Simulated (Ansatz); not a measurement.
The cluster GeF2 (the lowest singlet isomer of a short search), 3 atoms. Hardware: 4 threads of Arm Neoverse V2 on a shared host.

Correlated methods freeze 11 core orbitals; core or outer-core shells of Ge are correlated, in sets that lack core-valence functions.

Problem. How many basis functions does each of these Ansatz runs have, and roughly what does it cost? r2SCAN-D4/def2-TZVP, charge 0 unrestricted singlet, energy, from earlier orbitals; r2SCAN-D4/def2-TZVP, charge 0 singlet, energy, from earlier orbitals; HF/STO-3G, charge 0 quintet, energy; CCSD(T)/def2-TZVPP, charge 1 doublet at the geometry of the charge 0 singlet, energy, from earlier orbitals; CCSD(T)/def2-TZVPP, charge 0 singlet, energy, from earlier orbitals; r2SCAN-D4/def2-TZVP, charge 1 doublet at the geometry of the charge 0 singlet, energy, from earlier orbitals; RPA@PBE/def2-TZVP, charge 0 quintet, energy, from earlier orbitals; RPA@PBE/def2-TZVP, charge 0 singlet, energy, from earlier orbitals; B97M-V/def2-TZVP, charge 0 triplet, energy, from earlier orbitals; PBE0-D4/def2-SVP, charge 0 singlet, energy, from earlier orbitals; r2SCAN-D4/def2-TZVP, charge 0 triplet, energy, from earlier orbitals; LC-ωPBE/def2-TZVP, charge 0 quintet, energy, from earlier orbitals.

Solution. Other jobs shared the machine, so times can vary by a factor of up to 3. A dash marks memory too small to be measured apart from the calling script's.

```json
{"run": "HF/STO-3G, charge 0 quintet, energy", "functions": "28", "fitting or Cholesky vectors": "319", "wall time": "0.15 s", "peak host memory (GiB)": "–"}
{"run": "PBE0-D4/def2-SVP, charge 0 singlet, energy, from earlier orbitals", "functions": "60", "fitting or Cholesky vectors": "572", "wall time": "0.45 s", "peak host memory (GiB)": "–"}
{"run": "RPA@PBE/def2-TZVP, charge 0 singlet, energy, from earlier orbitals", "functions": "110", "fitting or Cholesky vectors": "741", "wall time": "0.9 s", "peak host memory (GiB)": "–"}
{"run": "r2SCAN-D4/def2-TZVP, charge 0 singlet, energy, from earlier orbitals", "functions": "110", "fitting or Cholesky vectors": "670", "wall time": "1.1 s", "peak host memory (GiB)": "–"}
{"run": "LC-ωPBE/def2-TZVP, charge 0 quintet, energy, from earlier orbitals", "functions": "110", "fitting or Cholesky vectors": "670", "wall time": "1.4 s", "peak host memory (GiB)": "–"}
{"run": "RPA@PBE/def2-TZVP, charge 0 quintet, energy, from earlier orbitals", "functions": "110", "fitting or Cholesky vectors": "739", "wall time": "1.4 s", "peak host memory (GiB)": "–"}
{"run": "r2SCAN-D4/def2-TZVP, charge 0 triplet, energy, from earlier orbitals", "functions": "110", "fitting or Cholesky vectors": "670", "wall time": "1.9 s", "peak host memory (GiB)": "–"}
{"run": "r2SCAN-D4/def2-TZVP, charge 0 unrestricted singlet, energy, from earlier orbitals", "functions": "110", "fitting or Cholesky vectors": "670", "wall time": "2 s", "peak host memory (GiB)": "–"}
{"run": "r2SCAN-D4/def2-TZVP, charge 1 doublet at the geometry of the charge 0 singlet, energy, from earlier orbitals", "functions": "110", "fitting or Cholesky vectors": "670", "wall time": "2 s", "peak host memory (GiB)": "–"}
{"run": "CCSD(T)/def2-TZVPP, charge 0 singlet, energy, from earlier orbitals", "functions": "110", "fitting or Cholesky vectors": "741", "wall time": "2.3 s", "peak host memory (GiB)": "–"}
{"run": "B97M-V/def2-TZVP, charge 0 triplet, energy, from earlier orbitals", "functions": "110", "fitting or Cholesky vectors": "670", "wall time": "2.9 s", "peak host memory (GiB)": "–"}
{"run": "CCSD(T)/def2-TZVPP, charge 1 doublet at the geometry of the charge 0 singlet, energy, from earlier orbitals", "functions": "110", "fitting or Cholesky vectors": "741", "wall time": "8 s", "peak host memory (GiB)": "0.7"}
```
